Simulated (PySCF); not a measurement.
Level of theory: delta-SCF UKS SCAN, pcX-2 on the ionised atom, pcseg-1 elsewhere, spin-free X2C (PySCF). Geometries: PBE0-D3(BJ)/def2-SVP; isolated species, one conformer each. Kα1 is taken as the energy difference of the 1s-hole and 2p3/2-hole states at the ground state's geometry. 2p3/2 and 2p1/2 are the ΔSCF energy of one spin-free 2p hole plus the eigenvalues of a spin–orbit and ligand-field matrix of the shell.

| site | Si 2p3/2 (eV) |
| --- | --- |
| silicon in `C/C(F)=C/O[SiH3]` | 107.55 |
| silicon in `[SiH3][Ge@@H]([GeH3])[CH]1CC1` | 106.30 |
| silicon in `FC/C=C/O[SiH3]` | 107.93 |

Task: What are the Si 1s binding energies, and the Kα1 emission energies that follow?

Result: 
```json
{"site": "silicon in `[SiH3][Ge@@H]([GeH3])[CH]1CC1`", "bonded to": "3 H and Ge", "1s (eV)": "1845.99", "2p3/2 (eV)": "106.30", "Kα1 = 1s − 2p3/2 (eV)": "1739.69"}
{"site": "silicon in `C/C(F)=C/O[SiH3]`", "bonded to": "O and 3 H", "1s (eV)": "1847.45", "2p3/2 (eV)": "107.55", "Kα1 = 1s − 2p3/2 (eV)": "1739.90"}
{"site": "silicon in `FC/C=C/O[SiH3]`", "bonded to": "O and 3 H", "1s (eV)": "1847.80", "2p3/2 (eV)": "107.93", "Kα1 = 1s − 2p3/2 (eV)": "1739.87"}
```

Ranges: 1s 1.81 eV, 2p3/2 1.63 eV, Kα1 0.21 eV. A straight-line fit of 1s on 2p3/2 has slope 1.13.
